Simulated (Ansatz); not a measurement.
Stepwise reaction of `[SiH3]S` with ammonia, as a gas-phase model of exchange steps in deposition or etching. ΔE in kJ/mol; ΔG adds harmonic PBE0-D4 terms to CCSD(T)/CBS, at 1 bar.

Computed with Ansatz on PBE0-D4/def2-TZVP structures; ΔE is electronic, products minus reactants. CCSD(T)/CBS is the MP2 limit (def2-TZVPP, def2-QZVPP) plus CCSD(T) − MP2 in def2-TZVPP, frozen cores. This one scheme is used for every species. DFT in def2-TZVPP. B3LYP here is the variant with VWN-RPA as its local correlation; programs differ in this. One conformer a species, not always the lowest.

```json
{"step": "1", "reaction": "`[SiH3]S` + NH₃ → `N[SiH2]S` + H₂", "PBE-D4": "-31.4", "B3LYP-D4": "-34.0", "ωB97M-V": "-34.5", "CCSD(T)/CBS": "-34.1", "ΔG(500 K)": "-37.5"}
```

**Question.** Give the row of step 2, `N[SiH2]S` + NH₃ → `N[SiH](N)S` + H₂. (Best estimate.)

**Answer.** Computed: 
```
step                              reaction  PBE-D4  B3LYP-D4  ωB97M-V  CCSD(T)/CBS  ΔG(500 K)
   2  `N[SiH2]S` + NH₃ → `N[SiH](N)S` + H₂   -48.7     -51.1    -52.2        -51.8      -44.6
```

**Question.** By hand: ΔE of the 2 steps together at CCSD(T)/CBS.

**Answer.** (-34.1) + (-51.8) = -85.9 kJ/mol, or -43.0 kJ/mol a step.

In ΔE each step is lower than the one before. All are downhill at CCSD(T)/CBS. ΔG lies between -44.6 and -37.5 kJ/mol a step. PBE-D4 differs from CCSD(T)/CBS by 2.7 to 3.1 kJ/mol a step. Isolated molecules leave out the surface, adducts and barriers. Largest T1 diagnostic: 0.011.
